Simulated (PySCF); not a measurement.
Carbon: a sound run and one with changed settings

Sound run: C⁺ [He] 2s2 2p1, C²⁺ [He] 2s2. All numbers are calculated (PySCF 2.14, no relativity, point nucleus, in 6-31G*). The sound run starts from symmetry-adapted Hartree-Fock orbitals and uses a fine grid where one is needed.

Changed run: 6 angular points. This setting is unsound on purpose.

```
species  method  sound run (hartree)  changed run (hartree)  converged
     C⁺     UHF            -37.28672              -37.28672        yes
     C⁺   M06-L            -37.41638              -37.49493         no
     C⁺     PBE            -37.36290              -37.40070        yes
    C²⁺     UHF            -36.39726              -36.39726        yes
    C²⁺   M06-L            -36.50200              -36.50200        yes
    C²⁺     PBE            -36.44740              -36.44740        yes
```

Ionisation energy of C⁺:

| method | sound run (eV) | changed run (eV) |
| --- | --- | --- |
| UHF | 24.203 | 24.203 |
| PBE | 24.912 | 25.941 |

A coarse angular grid integrates products of high-l functions wrongly, so density functionals can shift, and the SCF can exploit the error; Hartree-Fock and MP2 need no grid.

For comparison, NIST gives 24.383 eV between the lowest levels.
